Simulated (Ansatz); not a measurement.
Consider the substitution at a C–Zn bond: `CC[CH2][ZnH]` + HCl → `CCCCl` + `[ZnH2]`.

Calculated with Ansatz (gas phase, PBE0-D4/def2-TZVP geometries, no zero-point term in ΔE). CCSD(T)/CBS is the MP2 limit (def2-TZVPP, def2-QZVPP) plus CCSD(T) − MP2 in def2-TZVPP, frozen cores. This one scheme is used for every species. DFT in def2-TZVPP. B3LYP here is the variant with VWN-RPA as its local correlation; programs differ in this. For Zn outer-core shells are correlated without core-valence functions, which leaves a few kJ/mol of doubt a bond. Scalar relativity is left out up to krypton. Each species was taken in one conformer, which may not be the lowest.

`CC[CH2][ZnH]`:

Cartesian coordinates in Å:
```
C -0.149 -1.117 -0.896
C 0.730 0.071 -0.543
C 0.482 0.603 0.867
Zn -1.355 1.171 1.237
H -1.211 -0.844 -0.885
H 0.076 -1.510 -1.890
H -0.015 -1.931 -0.178
H 1.782 -0.226 -0.652
H 0.572 0.867 -1.279
H 0.742 -0.169 1.602
H 1.147 1.449 1.078
H -2.800 1.635 1.541
```

HCl:

Cartesian coordinates in Å:
```
Cl 0.530 0.350 0.073
H -0.530 -0.350 -0.073
```

`CCCCl`:

Z-matrix (Å, degrees):
```
C
C 1 1.517
H 1 1.091 2 111.0
H 1 1.092 2 111.0 3 120.1
H 1 1.094 2 111.1 3 -120.0
C 2 1.511 1 114.0 3 61.1
H 2 1.094 1 110.4 3 -61.9
H 2 1.097 1 109.9 3 -179.2
Cl 6 1.790 2 112.2 1 -64.7
H 6 1.089 2 111.6 1 176.4
H 6 1.091 2 111.6 1 54.3
```

`[ZnH2]`:

Cartesian coordinates in Å:
```
Zn 0.000 0.000 0.000
H 0.411 -0.598 -1.363
H -0.411 0.598 1.363
```

```json
{"level": "B3LYP-D4", "ΔE (kJ/mol)": "23.0", "difference from CCSD(T)/CBS": "-7.6"}
{"level": "PBE", "ΔE (kJ/mol)": "26.4", "difference from CCSD(T)/CBS": "-4.2"}
{"level": "r2SCAN", "ΔE (kJ/mol)": "25.7", "difference from CCSD(T)/CBS": "-4.9"}
{"level": "B3LYP", "ΔE (kJ/mol)": "22.7", "difference from CCSD(T)/CBS": "-7.9"}
{"level": "HF/def2-TZVPP", "ΔE (kJ/mol)": "7.6", "difference from CCSD(T)/CBS": "-23.0"}
{"level": "MP2/def2-TZVPP", "ΔE (kJ/mol)": "35.2", "difference from CCSD(T)/CBS": "4.6"}
{"level": "SCS-MP2/def2-TZVPP", "ΔE (kJ/mol)": "29.0", "difference from CCSD(T)/CBS": "-1.6"}
{"level": "HF/def2-QZVPP", "ΔE (kJ/mol)": "8.1", "difference from CCSD(T)/CBS": "-22.5"}
{"level": "MP2/def2-QZVPP", "ΔE (kJ/mol)": "35.5", "difference from CCSD(T)/CBS": "4.9"}
{"level": "HF/CBS(def2)", "ΔE (kJ/mol)": "8.2", "difference from CCSD(T)/CBS": "-22.4"}
{"level": "CCSD(T)/CBS", "ΔE (kJ/mol)": "30.6", "difference from CCSD(T)/CBS": "0"}
```

Largest T1 diagnostic among the species: 0.016.

In def2-TZVPP, CCSD(T) changes the Hartree–Fock value by +22.8 kJ/mol (the triples alone add +1.5 kJ/mol) and MP2 by +27.6 kJ/mol.
